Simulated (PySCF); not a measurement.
**Frontier levels across methods**

Compound: C2H4BFO3.
Z-matrix (Å and degrees, PBE0-D3(BJ)/def2-SVP geometry), rows numbered from 1:
```
O 
B   1  1.3446
O   2  1.3704  1  125.17
C   3  1.4114  2  107.14  1  -177.01
C   4  1.5365  3  105.09  2    -9.56
F   5  1.3659  4  110.03  3  -104.02
O   2  1.3801  1  122.14  3  -178.99
H   1  0.9621  2  112.13  3     0.25
H   4  1.1027  3  110.05  2   110.89
H   4  1.1002  3  110.84  2  -128.53
H   5  1.1023  4  114.67  3   135.16
```

Basis pcSseg-1 throughout (PySCF), one geometry. The structure is a single PBE0-D3(BJ)/def2-SVP conformer in the gas phase; no vibrational or solvent corrections.

**Question.** How do the orbital energies, the gap and the dipole change with the method?

**Answer.** 
```
   method                    kind  HOMO (eV)  LUMO (eV)  gap (eV)  μ (D)  SCF cycles
     OPBE                     GGA      -7.24       0.41      7.65   2.58          16
      PBE                     GGA      -7.25       0.21      7.46   2.63          15
      LDA                     LDA      -7.43       0.03      7.46   2.78          15
    B97-2           global hybrid      -8.65       1.16      9.82   2.79          13
     PBE0           global hybrid      -8.93       1.18     10.11   2.81          13
BHandHLYP           global hybrid     -10.53       1.91     12.44   2.97          12
  wB97X-D  range-separated hybrid     -10.90       3.06     13.96   2.88          14
       HF            Hartree–Fock     -13.09       4.15     17.23   3.15          10
```

The HOMO spans 5.85 eV, from OPBE down to HF, and the gap runs from 7.46 eV (LDA) to 17.23 eV (HF). Over the methods OPBE (0 %), PBE (0 %), LDA (0 %), B97-2 (21 %), PBE0 (25 %), BHandHLYP (50 %), HF (100 %), a straight line through the gap against the share of exact exchange rises by 0.97 eV for each 10 % (correlation coefficient 0.999). The dipole ranges from 2.58 D (OPBE) to 3.15 D (HF). This basis has no diffuse functions.
